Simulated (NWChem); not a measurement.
# C2H7GeN; SMILES C(=[N]/[GeH3])/C

```xyz
11

C      0.7536     2.3112     0.0008
C     -0.6355     1.7186     0.0003
N     -1.0230     0.5093    -0.0005
Ge     0.0589    -1.0193    -0.0016
H      1.5390     1.5519    -0.0016
H      0.8805     2.9577    -0.8777
H      0.8816     2.9533     0.8823
H     -1.4304     2.4837     0.0009
H     -0.3404    -1.8115    -1.2661
H      1.6013    -0.8021    -0.0025
H     -0.3388    -1.8123     1.2631
```
Atoms are numbered in this order, from 1.

Computed with NWChem. Pople sets run with spherical d functions. Geometry: optimised at B3LYP/6-31G* (spherical d). GIAO values for the isolated, static molecule; σ is the absolute isotropic shielding, δ = σ(reference) − σ with the isolated reference molecule computed at the same levels (13C: tetramethylsilane, 1H: tetramethylsilane, 15N: ammonia).

For level Hartree-Fock/6-31G*:

```
Quantity                 Result
-----------------------  ------
δ C1 (ppm)                 24.4
δ C2 (ppm)                169.6
δ N3 (ppm)                341.5
σ Ge4 (ppm)              1783.7
δ H5 (rotor mean) (ppm)    1.79
δ H8 (ppm)                 8.62
δ H9 (rotor mean) (ppm)    5.14
```

Task: What are these values for level LDA (Slater exchange, VWN5)/pcSseg-1?

Result: 
| Item | Result |
|---|---|
| δ C1 (ppm) | 27.8 |
| δ C2 (ppm) | 187.6 |
| δ N3 (ppm) | 405.9 |
| σ Ge4 (ppm) | 1445.4 |
| δ H5 (rotor mean) (ppm) | 2.01 |
| δ H8 (ppm) | 9.02 |
| δ H9 (rotor mean) (ppm) | 5.58 |
